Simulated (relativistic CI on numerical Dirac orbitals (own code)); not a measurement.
Computed by Dirac-Coulomb-Breit CI, KLI orbitals optimised for each configuration, model QED, unscaled Slater integrals (own radial code, finite nucleus).

Configurations in the expansion (outside the closed core [Ne]): 3s2 3p2, 3s2 3p 3d, 3s 3p3, 3s2 3d2, 3p4, 3s 3p2 3d, 3p2 3d2, 3s 3p 3d2, 3p3 3d, 3s2 3d 4s, 3s2 3d 4p, 3s 3p 3d 4s, 3p3 4s, 3s2 3p 4s, 3s 3p 3d 4p, 3p3 4p, 3s2 3p 4p, 3p2 3d 4s, 3s2 3p 4d, 3p2 3d 4p, 3s2 3p 4f, 3s 3p2 4s, 3s 3p2 4p, 3s 3p2 4d, 3s 3p2 4f, 3s2 4s2, 3s2 3p 5s, 3s2 3p 5p, 3s2 4s 4p, 3s2 3p 5d, 3s2 3p 5f, 3s2 3p 5g, 3s2 4p2, 3s 3p 4s2, 3s 3p2 5s, 3s 3p 4s 4p. Levels of other configurations are missing.

At this charge energies of transitions that change n are usually good to better than 1 %, and those within a shell (Δn = 0) to a few per cent.

Outline of the computed level scheme of Ir LXIV. Lowest level of each configuration: 3s2 3p2 3P_0 at 0.00 eV; 3s 3p3 3P°_2 at 603.13 eV; 3s2 3p 3d 3F°_2 at 654.57 eV; 3s 3p2 3d 3D_1 at 840.01 eV; 3p4 3P_2 at 1253.78 eV.

Some strong electric-dipole decays among the lowest 45 levels: 3s2 3p 3d 3D°_1 → 3s2 3p2 3P_0 (6.6e+12 s⁻¹); 3s 3p2 3d 3D_1 → 3s 3p3 3D°_1 (5.9e+12 s⁻¹); 3s2 3p 3d 3P°_1 → 3s2 3p2 3P_1 (5.1e+12 s⁻¹); 3s2 3p 3d 3D°_2 → 3s2 3p2 1D_2 (5.0e+12 s⁻¹); 3s2 3p 3d 3P°_0 → 3s2 3p2 3P_1 (4.6e+12 s⁻¹); 3s 3p2 3d 3D_2 → 3s 3p3 3P°_2 (4.4e+12 s⁻¹); 3s 3p2 3d 3D_1 → 3s2 3p 3d 3F°_2 (3.7e+12 s⁻¹); 3s 3p2 3d 3P_0 → 3s 3p3 3D°_1 (3.7e+12 s⁻¹).

LS names give the leading component of a level, which can be under half, so a name can repeat, a term be missing and a line seem to break the LS rules.
